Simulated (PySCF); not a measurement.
H4S2Si. Atoms are numbered in the order given.

```xyz
7

Si     0.0000     0.0000    -0.7886
S     -1.7956    -0.0521     0.3797
S      1.7956     0.0521     0.3797
H     -0.1006    -1.2126    -1.6254
H      0.1006     1.2126    -1.6254
H     -1.5167     1.0668     1.0712
H      1.5167    -1.0668     1.0712
```
Charge 0, spin multiplicity 1.

Coordinates come from a B3LYP-D3(BJ)/def2-TZVP optimisation. Other conformers were not sampled.

Calculation: PySCF with PBE0/pcSseg-2.

GIAO shieldings, no solvent; atoms alike by connectivity are averaged. δ = σ(ref) − σ: ²⁹Si against TMS (σ = 341.9 ppm); ³³S against H2S (σ = 711.3 ppm); ¹H against TMS (σ = 31.54 ppm), references at their B3LYP-D3(BJ)/def2-TZVP geometries, non-relativistic.

```
atoms   nucleus  count  δ (ppm)
------  -------  -----  -------
Si1        ²⁹Si      1      [?]
S2, S3      ³³S      2      [?]
H4, H5       ¹H      2     5.48
H6, H7       ¹H      2     0.86
```

### Question
What belongs in the gaps? (An estimate is asked for; the answer gives what the named calculation found.)

### Answer

- S2, S3, δ (ppm): 37.9
- Si1, δ (ppm): -17.6
